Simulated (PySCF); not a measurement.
# Co(3+) (cobalt, charge +3): UHF calculation

Configuration: [Ar] 3d6, high-spin 5D determinant. All numbers are calculated (PySCF 2.14, no relativity, point nucleus, in cc-pVTZ).

| Quantity | Value |
| --- | --- |
| Total energy | -1379.454134 hartree |
| One-electron energy | -1876.9294 hartree |
| Hartree (Coulomb) energy | 554.7389 hartree |
| Exchange energy | -57.2637 hartree |
| Kinetic energy | 1379.59016 hartree |
| ⟨S²⟩ | 6.0029 |
| ⟨L²⟩ | 6.013 |
| Sum of ⟨r⟩ | 13.92 bohr |
| Sum of ⟨r²⟩ | 12.88 bohr² |
| Traceless quadrupole moment −½Σ⟨3z² − r²⟩ along its main axis | 0.329 e·bohr² |
| Density at the nucleus (Gaussians lack the cusp) | 13300 bohr⁻³ |
| Spin density at the nucleus | 0.302 bohr⁻³ |
| Langevin diamagnetic susceptibility | -10.2 ×10⁻⁶ cm³/mol |
| Time after the integrals | 0.66 s of wall time on 1 thread of Neoverse-N1 (shared host) |

```csv
shell,electrons,mean orbital energy (hartree),spread (hartree),"rms radius, mean of both spins (bohr)"
1s α,1,-284.50136,0,0.0659
1s β,1,-284.49792,0,0.0659
2s α,1,-36.39144,0,0.279
2s β,1,-36.23959,0,0.279
2p α,3,-31.64279,0.04240,0.250
2p β,3,-31.49390,0.00045,0.250
3s α,1,-6.12214,0,0.833
3s β,1,-5.72653,0,0.833
3p α,3,-4.63609,0.08595,0.878
3p β,3,-4.15901,0.06143,0.878
3d α,5,-2.15561,0.10173,1.03
3d β,1,-1.92650,0,1.03
```
